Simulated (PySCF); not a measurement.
C4H11FOSi2.
Structure used (PBE0-D3(BJ)/def2-SVP), in Å, numbered top down from 1:
```xyz
19
C4H11FOSi2 angstrom
F      0.887    0.387   -2.478
Si     0.344    0.151   -0.958
O      1.684    0.015   -0.008
Si     3.341    0.085    0.063
C     -0.827   -1.301   -0.828
C     -2.198   -0.609   -0.745
C     -2.057    0.677    0.083
C     -0.860    1.489   -0.445
H      3.821    1.463   -0.256
H      3.754   -0.273    1.450
H      3.950   -0.880   -0.900
H     -0.605   -1.836    0.112
H     -0.753   -2.032   -1.646
H     -2.972   -1.271   -0.324
H     -2.536   -0.344   -1.763
H     -2.991    1.262    0.071
H     -1.876    0.403    1.138
H     -0.461    2.204    0.289
H     -1.146    2.065   -1.342
```

Linear response at CAM-B3LYP/def2-SVPD (PySCF, frozen core in the response, non-relativistic).

Static isotropic polarisability: 96.19 au (14.25 Å³), principal values 85.8, 92.5, 110.3 au.

Problem. What is the polarisability at 1064 nm and at the sodium D line?

Solution. 96.91 au at 1064 nm (+0.7 %), 98.59 au at 589.3 nm (+2.5 %). The rise at 589.3 nm is 3.34 times that at 1064 nm; a pure ω² law gives 3.26. The lowest singlet lies at 170 nm, shorter than both wavelengths.

Problem. What is the isotropic C6 coefficient between two such molecules, C6 = (3/π)∫α(iω)² dω?

Solution. 3854 au (Eh·bohr⁶) by a ten-point quadrature over imaginary frequencies, which is 2300 eV·Å⁶ or 222 J·nm⁶/mol.

Problem. Which effective excitation energy ω̄ makes London's formula C6 = (3/4)α²ω̄ exact here?

Solution. ω̄ = 4·C6/(3α²) = 0.555 Eh = 15.1 eV. A one-pole form α(ω) = α/(1 − ω²/ω̄²) fitted to the 1064 nm value gives 13.5 eV.

Problem. The lowest 6 singlets have (eV, f): 7.28, 0.005; 7.75, 0.009; 7.83, 0.007; 7.87, 0.002; 8.17, 0.002; 8.50, 0.028. What share of the static polarisability do they carry in the sum over states α = Σ f/ω²?

Solution. 0.60 au, 0.6 % of α; the largest term, 0.29 au, is that of the state at 8.50 eV. Their oscillator strengths add up to 0.05. Higher states carry the rest.

Problem. How anisotropic is the static polarisability, by Δα² = ½[(α1 − α2)² + (α2 − α3)² + (α3 − α1)²]?

Solution. Δα = 21.9 au, or 0.23 of the isotropic value.

Problem. What molar refraction at the D line follows from R = (4π/3)·N_A·α′, with α′ the polarisability volume?

Solution. α′ = 14.61 Å³ gives R = 36.85 cm³/mol, for isolated, non-vibrating species.

Problem. How many electrons N does the Slater–Kirkwood formula C6 = (3/4)·√N·α^(3/2) need to give this C6?

Solution. N = (4·C6/3)²/α³ = 29.7; the species has 80 electrons in all.

One conformer stands for the species.
